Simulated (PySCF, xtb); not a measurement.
CH6FNOSi2, SMILES F[Si@@H]1CN[SiH2]O1.

GFN2-xTB (xtb) at its own geometry gives an orbital gap of 4.96 eV and a dipole moment of 2.85 D.

Geometry optimised at ωB97X-D3(BJ)/def2-SVP. The structure was generated by enumeration; whether it is a known compound was not checked. One conformer was computed; it need not be the lowest.

What does CAM-B3LYP/def2-TZVP run with PySCF give? (Estimate from the structure and the level; the computed values follow.)

gap 9.61 eV (levels -8.44 and 1.17 eV), dipole 2.78 D.
